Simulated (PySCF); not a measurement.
# Low-lying terms of Mn¹³⁺ (manganese, charge +13)

Ground state [Ne] 3s2, ¹S. All numbers are calculated (PySCF 2.14, the spin-free X2C one-electron Hamiltonian (Gaussian nucleus), in an uncontracted even-tempered set (20 s from 0.149 bohr⁻², ratio 2.5; 13 p from 0.192 bohr⁻², ratio 2.5; 8 d from 0.254 bohr⁻², ratio 2.7; 4 f from 7.5 bohr⁻², ratio 2.7)). Vertical excitation energies in eV without spin-orbit coupling; excited terms of each kind are numbered among those the solver found. Frozen: 1s2.

```tsv
term	leading excitation	EOM-EE-CCSD
1 3P°	3s → p	28.476
1 1P°	3s → p	40.832
1 3D	3s → d	79.032
1 1D	3s → d	89.460
1 3S	3s → s	194.88
1 1S	3s → s	197.69
2 3P°	3s → p	209.15
2 1P°	3s → p	209.28
2 3D	3s → d	226.33
2 1D	3s → d	226.60
```

Doubly excited terms such as np² are absent. The solver can miss terms. The 22 highest virtual orbitals were dropped.
